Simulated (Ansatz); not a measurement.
A single point on `FCC(F)(C(F)(F)F)C(F)(F)F`.

```yaml
crystal:
  periodic: [false, false, false]
  atoms:
    - {symbol: F, position_ang: [-2.093639, 0.932619, 0.671568]}
    - {symbol: C, position_ang: [-1.394788, -0.206204, 0.385421]}
    - {symbol: C, position_ang: [0.101254, 0.071025, 0.373654]}
    - {symbol: F, position_ang: [0.538058, 0.325571, 1.640748]}
    - {symbol: C, position_ang: [0.455946, 1.308776, -0.490132]}
    - {symbol: F, position_ang: [-0.205715, 1.269036, -1.646363]}
    - {symbol: F, position_ang: [0.129157, 2.420197, 0.148289]}
    - {symbol: F, position_ang: [1.757834, 1.359742, -0.760393]}
    - {symbol: C, position_ang: [0.844264, -1.196755, -0.109516]}
    - {symbol: F, position_ang: [2.140094, -1.132941, 0.140716]}
    - {symbol: F, position_ang: [0.359212, -2.269132, 0.522800]}
    - {symbol: F, position_ang: [0.665064, -1.377133, -1.417257]}
    - {symbol: H, position_ang: [-1.711609, -0.584898, -0.589315]}
    - {symbol: H, position_ang: [-1.597932, -0.949201, 1.158681]}
basis:
  gaussian: {orbitals: def2-QZVPP}
correlation: {method: mp2}
```

```sh
$ ansatz run in.yaml --threads 4 --pin off --events-out ev --progress --plain --max-ram 46080MiB --backend cuda --devices 0, --max-vram 37GiB
```

Output, abridged:

```
Functional definition: HF
4719 factors; integrals over basis functions are off by at most 9.1e-4 eV
mean field evaluation 1: about -25804.7226 eV, gradient 6.6e1 eV
mean field evaluation 2: about -25805.0274 eV, gradient 6.6e1 eV
mean field evaluation 4: about -25812.6950 eV, gradient 5.8e0 eV
mean field evaluation 8: about -25812.7997 eV, gradient 4.2e-1 eV
mean field -25812.80058205 eV, -948.6029248455 hartree, gradient 2.7e-6 eV, S^2 0.000000; 0 other end points of the search recorded, 0 dependent functions left out
12 core orbitals not correlated: weight in the atoms' cores, before any rotation towards them, 1.000 or more for the frozen orbitals, at most 0.000 for the correlated occupied ones
reference -25812.80058205 eV, -948.6029248455 hartree; 37, 37 occupied and 695, 695 virtual orbitals, 4719 factors
second order -77.51639087 eV of doubles, -0.00000000 eV of singles
Total energy: -25890.31697292 eV, -951.4515996676 hartree
```

Hardware: 4 threads of an AMD EPYC 7R13 on a shared host and a share of an NVIDIA H100 80 GB. Wall time 6 s, peak host memory 1.5 GiB.
